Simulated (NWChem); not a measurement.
All runs are NWChem calculations. System: ClMg (+1), charge 1, spin multiplicity 1, at a geometry optimised with PBE/def2-SVP. The structure started from a generated list of species.

The NWChem input:

```
start mol
memory heap 200 mb stack 900 mb global 1100 mb
charge 1
geometry units angstroms nocenter noautoz
  Mg     0.000000     0.000000    -1.268760
  Cl     0.000000     0.000000     0.895595
  symmetry group C2v
end
basis spherical
  * library aug-cc-pvdz
end
dft
  xc b3lyp
  semidirect memsize 60000000 filesize 0
  iterations 100
end
tddft
  rpa
  nroots 8
  notriplet
  thresh 1e-4
end
task tddft energy
```

The output up to the point where the run's verdict is printed (cleaned and shortened):

```
             Northwest Computational Chemistry Package (NWChem) 7.3.0
             --------------------------------------------------------

                                NWChem Input Module
                                -------------------

 Scaling coordinates for geometry "geometry" by  1.889725989
 (inverse scale =  0.529177249)

 Turning off AUTOSYM since
 SYMMETRY directive was detected!

                             Geometry "geometry" -> ""
                             -------------------------

 Output coordinates in angstroms (scale by  1.889725989 to convert to a.u.)

  No.       Tag          Charge          X              Y              Z
 ---- ---------------- ---------- -------------- -------------- --------------
    1 Mg                  12.0000     0.00000000     0.00000000    -1.26876000
    2 Cl                  17.0000     0.00000000     0.00000000     0.89559500

 Effective nuclear repulsion energy (a.u.)      49.8772885206

            Nuclear Dipole moment (a.u.)
            ----------------------------
        X                 Y               Z
 ---------------- ---------------- ----------------
     0.0000000000     0.0000000000    -0.0000094486

      Symmetry information
      --------------------

 Group name             C2v
 Group number             16
 Group order               4
 No. of unique centers     2

      Symmetry unique atoms

     1    2


 Summary of "ao basis" -> "" (spherical)
 ------------------------------------------------------------------------------
       Tag                 Description            Shells   Functions and Types
 ---------------- ------------------------------  ------  ---------------------
 *                        aug-cc-pvdz                 on all atoms

                                 NWChem DFT Module
                                 -----------------

 Summary of "ao basis" -> "ao basis" (spherical)
 ------------------------------------------------------------------------------
       Tag                 Description            Shells   Functions and Types
 ---------------- ------------------------------  ------  ---------------------
[...]
           0.000000000000         237.992895898362           0.000000000000
           0.000000000000           0.000000000000           0.000000000000

     Multipole analysis of the density
     ---------------------------------

     L   x y z        total         alpha         beta         nuclear
     -   - - -        -----         -----         ----         -------
     0   0 0 0      1.000000    -14.000000    -14.000000     29.000000

     1   1 0 0     -0.000000     -0.000000     -0.000000      0.000000
     1   0 1 0     -0.000000     -0.000000     -0.000000      0.000000
     1   0 0 1      1.612447      0.806228      0.806228     -0.000009

     2   2 0 0    -17.346819     -8.673409     -8.673409      0.000000
     2   1 1 0      0.000000      0.000000      0.000000      0.000000
     2   1 0 1     -0.000000     -0.000000     -0.000000      0.000000
     2   0 2 0    -15.148517     -7.574259     -7.574259      0.000000
     2   0 1 1     -0.000000     -0.000000     -0.000000      0.000000
     2   0 0 2    -12.396855    -65.036283    -65.036283    117.675711

                                NWChem TDDFT Module
                                -------------------

            General Information
            -------------------
           No. of orbitals :     108
            Alpha orbitals :      54
             Beta orbitals :      54
        Alpha frozen cores :       0
         Beta frozen cores :       0
     Alpha frozen virtuals :       0
      Beta frozen virtuals :       0
         Spin multiplicity :       1
    Number of AO functions :      54
        Use of symmetry is : off
      Symmetry adaption is : on
         Schwarz screening :  0.10D-07

              XC Information
              --------------
                  B3LYP Method XC Potential
              Hartree-Fock (Exact) Exchange   0.20
                 Slater Exchange Functional   0.80 local
             Becke 1988 Exchange Functional   0.72 non-local
       Lee-Yang-Parr Correlation Functional   0.81
           VWN I RPA Correlation Functional   0.19 local

             TDDFT Information
             -----------------
          Calculation type : TDDFT
         Wavefunction type : Restricted singlets
          No. of electrons :      28
           Alpha electrons :      14
            Beta electrons :      14
              No. of roots :       8
          Max subspacesize :    5600
            Max iterations :     100
               Target root :       1
           Target symmetry : none
      Symmetry restriction : off
                 Algorithm : Optimal
        Davidson threshold :  0.10D-03

            Memory Information
            ------------------
          Available GA space size is         144176284 doubles
          Available MA space size is          50656012 doubles
          Length of a trial vector is          560
          Algorithm : Incore multiple tensor contraction
          Estimated peak GA usage is          12751248 doubles
          Estimated peak MA usage is             45600 doubles

    8 smallest eigenvalue differences (eV)
--------------------------------------------------------
  No. Spin  Occ  Vir  Irrep   E(Occ)    E(Vir)   E(Diff)
--------------------------------------------------------
    1    1   14   15 b2       -0.354    -0.741   -10.543
    2    1   13   15 a2       -0.781    -0.741     1.081
    3    1   12   15 b2       -0.811    -0.741     1.907
    4    1   14   16 b2       -0.354    -0.225     3.495
    5    1   14   17 b1       -0.354    -0.213     3.820
    6    1   14   18 a1       -0.354    -0.198     4.234
    7    1   14   19 b2       -0.354    -0.143     5.734
    8    1   14   20 a1       -0.354    -0.135     5.958
--------------------------------------------------------

  Entering Davidson iterations
  Restricted singlet excited states

  Iter   NTrls   NConv    DeltaV     DeltaE      Time
  ----  ------  ------  ---------  ---------  ---------
```

The run crashed. NWChem stopped with the message: tddft_diagon: A-B is not positive-definite; try TDA.
